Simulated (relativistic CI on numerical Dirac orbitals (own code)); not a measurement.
Calculated at this level of theory: Dirac-Coulomb-Breit CI, KLI orbitals optimised for each configuration, QED by a radiative potential, unscaled Slater integrals (own radial code, finite nucleus).

The strongest absorption lines from the ground level of an ion, among the configurations computed and to levels below about 888 eV (vacuum wavelength in Å, gf): 26.158 (0.14), 26.834 (0.78), 27.064 (1.2), 27.403 (1.2), 31.642 (0.15), 33.246 (0.34), 43.768 (0.65), 46.842 (0.12).

Question: Which ion is it?
A. Eu47+
B. Ho51+
C. Re59+
D. Pr43+

Answer: B. Ho51+ has 16 electrons and the ground level 3s2 3p4 3P_2; the strongest line goes to 3s2 3p3 3d 3D°_3. The pattern of lines fixes the number of electrons, and along that sequence the line energies rise steadily with the charge (about as its square where n changes within one kind of shell, about linearly where n is kept but much faster in heavy ions where fine structure, which grows about as Z⁴, sets the gap, and irregularly where shells cross), which fixes Z. Configurations outside the model, such as inner-shell arrays, can give stronger lines. At this charge energies of transitions that change n are usually good to better than 1 %, and those within a shell (Δn = 0) to a few per cent.

LS names give the leading component of a level, which can be under half, so a name can repeat, a term be missing and a line seem to break the LS rules.
